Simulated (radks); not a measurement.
Gd IV, 61 electrons, occupied as [Xe] 4f7.

Calculated with a radial shooting solver on a logarithmic mesh with Libxc functionals: Dirac Kohn-Sham, LDA (Slater exchange, Perdew-Wang correlation), spin-unpolarised, spherical densities, point nucleus; open shells are shared between the two j in proportion to 2j + 1; speed of light set to 411.108 atomic units (3 times the physical value, a model run).

Energy parts (hartree):
part                       energy
total                 -10861.0558
kinetic                10949.2483
electron-nucleus      -25805.2556
Hartree                 4227.4866
exchange-correlation    -232.5351

Orbitals (lengths in bohr, moments of r in powers of bohr):
orbital	occ.	eigenvalue (hartree)	<r^4>	<r^2>
1s1/2	2	-1740.441	1.395e-06	0.0007415
2s1/2	2	-279.0439	0.0002339	0.01177
2p1/2	2	-265.5791	0.0001485	0.008726
2p3/2	4	-263.0783	0.0001527	0.008862
3s1/2	2	-62.32043	0.008769	0.07651
3p1/2	2	-56.32728	0.008015	0.07156
3p3/2	4	-55.81931	0.008181	0.07232
3d3/2	4	-44.69908	0.005910	0.05776
3d5/2	6	-44.57288	0.005950	0.05798
4s1/2	2	-13.05393	0.2155	0.3851
4p1/2	2	-10.71253	0.2465	0.4061
4p3/2	4	-10.60003	0.2517	0.4104
4d3/2	4	-6.45100	0.3565	0.4686
4d5/2	6	-6.42766	0.3591	0.4703
5s1/2	2	-2.53444	7.037	2.193
5p1/2	2	-1.88524	11.15	2.722
5p3/2	4	-1.86910	11.40	2.753
4f5/2	3	-1.38752	1.822	0.8558
4f7/2	4	-1.38413	1.833	0.8582
5d3/2	0	-0.93667	42.21	5.125
5d5/2	0	-0.93478	42.49	5.143
6s1/2	0	-0.78647	183.2	11.41

The highest occupied level is 4f7/2 at -37.664 eV. The density falls to 0.001 e/bohr^3 at r = 3.27 bohr.
